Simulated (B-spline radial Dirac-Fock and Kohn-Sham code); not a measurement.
## Gd⁵⁺: scattering cross sections and density moments

System: the Gd⁵⁺ ion, configuration [Kr] 4d10 4f6 5s2 5p5.

Input of the calculation (task.json; shells as n, l, electrons):

```json
{"items": [{
  "Z": 64,
  "q": 5,
  "cfg": [[1, 0, 2], [2, 0, 2], [2, 1, 6], [3, 0, 2], [3, 1, 6], [3, 2, 10], [4, 0, 2], [4, 1, 6], [4, 2, 10], [4, 3, 6], [5, 0, 2], [5, 1, 5]],
  "A": 158,
  "rrms": 5.1569,
  "do": ["scatter"],
  "s": [0.0, 0.08, 0.09, 0.11, 0.13, 0.15, 0.18, 0.21, 0.25, 0.29, 0.34, 0.4, 0.47, 0.56, 0.65, 0.77, 0.9, 1.06, 1.24, 1.46, 1.72, 2.02, 2.37],
  "pz": [0, 0.1, 0.2, 0.3, 0.4, 0.5, 0.6, 0.8, 1.0, 1.2, 1.4, 1.6, 1.8, 2.0, 2.5, 3.0, 4.0, 5.0, 7.0, 10.0, 15.0, 20.0, 30.0, 40.0, 60.0, 100.0],
  "hv_scatter": [1000, 2000, 5000, 8047.8, 17479.3, 20000, 100000, 500000]
}]}
```

Command: `python xray_run.py task.json out`

These are calculated numbers from a B-spline atomic structure program; the model is Dirac-Fock densities.

- Sum of ⟨r⟩: 30.26 bohr
- Sum of ⟨r²⟩: 28.72 bohr²
- Sum of ⟨1/r⟩: 430.49 per bohr
- Langevin diamagnetic susceptibility: -22.7 × 10⁻⁶ cm³/mol
- Lamb shielding (α²/3)Σ⟨1/r⟩: 7641 ppm

Coherent scattering is the Thomson cross section weighted by f₀², without anomalous dispersion; incoherent scattering is Klein-Nishina weighted by S. The Lamb formula is the non-relativistic shielding expression. Electron correlation is left out.

```tsv
hν (keV)	coherent (b)	incoherent (b)	incoherent per electron (b)
1	2263	0.4545	0.00770
2	2123	1.598	0.0271
5	1544	5.866	0.0994
8.0478	1102	9.426	0.160
17.4793	496.5	16.56	0.281
20	423.7	17.86	0.303
100	37.04	25.10	0.425
500	1.907	16.73	0.283
```

Incoherent scattering overtakes coherent scattering between 100 and 500 keV.
